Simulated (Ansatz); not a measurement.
Program: Ansatz. Geometries: PBE0-D4/def2-TZVP. ΔE: electronic, gas phase. CCSD(T)/CBS is the MP2 limit (def2-TZVPP, def2-QZVPP) plus CCSD(T) − MP2 in def2-TZVPP, frozen cores. Functionals use def2-TZVPP. One conformer a species, not always the lowest.

Consider the ligand exchange at the Si–C bond: `O[SiH2]C[Si](O)(O)O` + `CC(O)=S` → `CC(=S)O[SiH2]O` + `C[Si](O)(O)O`.

```csv
level,ΔE (kcal/mol)
PBE-D4,-8.9
PBE,-9.4
r2SCAN,-11.0
HF/def2-TZVPP,-16.8
```

Problem. What does CCSD(T)/CBS give? (Estimate.)

Solution. The calculation gave: -12.5 kcal/mol. The listed levels differ from it by 3.6, 3.1, 1.5, -4.3 kcal/mol.

Largest T1 diagnostic among the species: 0.017.

In def2-TZVPP, CCSD(T) changes the Hartree–Fock value by +4.5 kcal/mol (the triples alone add +0.7 kcal/mol) and MP2 by +4.2 kcal/mol. The D4 term adds +0.8 kcal/mol with B3LYP and +0.4 kcal/mol with PBE0; it sums over pairs of atoms, weighted by their polarisabilities, and B3LYP, whose exchange is more repulsive, gets the larger term.

B3LYP here is the variant with VWN-RPA as its local correlation; programs differ in this.
